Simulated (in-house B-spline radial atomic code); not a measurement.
A fraction x of an electron is removed from 2p in Cl⁵⁺, starting from [Ne] 3s2 and keeping the highest spin. Level of theory: non-relativistic B97-1, spin-polarised, spherical fractional occupations, point nucleus; calculated with an all-electron radial atomic-structure program (B-spline basis).

Caution: exact exchange at fractional occupations of open shells leaves self-interaction of up to several eV.

```csv
x,E(x) - E(0) (eV),2p down level (eV)
0,0.0000,-282.383
0.04,11.3300,-284.116
0.16,45.7367,-289.335
0.28,80.7715,-294.583
0.48,?,?
0.5,146.6445,-304.279
0.51,149.6895,-304.722
0.69,?,?
0.78,233.5855,-316.753
0.97,294.5792,-325.297
1,304.3585,-326.652
```

What belongs in the row x = 0.48?

An energy change of 140.5678 eV; 2p down at -303.393 eV.

What belongs in the row x = 0.69?

An energy change of 205.2590 eV; 2p down at -312.727 eV.

Check Janak's theorem between x = 0.04 and 0.16.

The slope of the energy is 286.72 eV; the orbital levels give 286.73 eV (-ε of the emptying orbital, averaged over the two points).
